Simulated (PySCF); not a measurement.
Input of a run (PBE0-D3(BJ)/def2-SVP geometry optimisation, gas phase (PySCF 2.14.0)), started from GFN2-xTB:
```
{"job": {"xc": "PBE0", "basis": "def2-SVP", "d3": "d3bj", "grid": 1, "shake": 0.01, "kind": "geom"}, "charge": 0, "multiplicity": 1}
C     -1.604990    -0.819650    -0.283830
C     -1.041720     0.383500    -0.319640
F     -1.838610     1.479990    -0.547860
Si     0.833740     0.811000    -0.119100
N      1.503380    -0.623120     0.531990
H     -1.042090    -1.672710    -0.126150
H     -2.677580    -0.916740    -0.430020
H      0.886460     2.037160     0.692390
H      1.436000     1.014150    -1.397090
H      1.083240    -1.050490     1.360280
H      2.500290    -0.668920     0.623370
```

Output (energies in Eh, forces in Eh/bohr):
```
step   0  E = -523.25516029  max force = 0.037474
step   1  E = -523.25990264  max force = 0.014494
step   2  E = -523.26156725  max force = 0.007215
step   3  E = -523.26222610  max force = 0.004800
step   4  E = -523.26227205  max force = 0.003808
step   5  E = -523.26242952  max force = 0.002201
step   6  E = -523.26249166  max force = 0.000917
step   7  E = -523.26258303  max force = 0.001452
step   8  E = -523.26265550  max force = 0.002376
step   9  E = -523.26269076  max force = 0.001914
step  10  E = -523.26271527  max force = 0.000668
step  11  E = -523.26272559  max force = 0.000326
optimisation converged
```

**Question.** Summarise the run.

**Answer.** The energy falls by 4.7 kcal/mol over 12 energy and gradient evaluations, the largest force component goes from 0.0375 to 3.3e-04 Eh/bohr, and the atoms move by 0.180 Å rms after alignment. The bond that changes most is Si4–H9 (SiH2 silicon to Si–H hydrogen), which lengthens by 0.065 Å. Bonds longer at the end by more than 0.005 Å: 6 of 10; shorter: 3. Among the angles that change most is C2–Si4–N5, from 103.5° to 108.6°. Among the dihedrals that turn most is H9–Si4–N5–H11, from 56° to 19°. The energy never rose by more than 1e-6 Eh on the way. The first step brought 63 % of the lowering.

**Question.** What are the final bond lengths?

**Answer.** C1=C2 1.332 Å, C2–F3 1.347 Å, C2–Si4 1.888 Å, Si4–N5 1.727 Å, C1–H6 1.091 Å, C1–H7 1.094 Å, Si4–H8 1.498 Å, Si4–H9 1.493 Å, N5–H10 1.013 Å, N5–H11 1.012 Å. Numbering counts from 1 in the input's order; the species is `[SiH2](C(=C)F)N`.

The run used 104 basis functions and 86 SCF cycles in all.

PBE0-D3(BJ)/def2-SVP frequencies: not computed here. The numbers are those of one conformer.
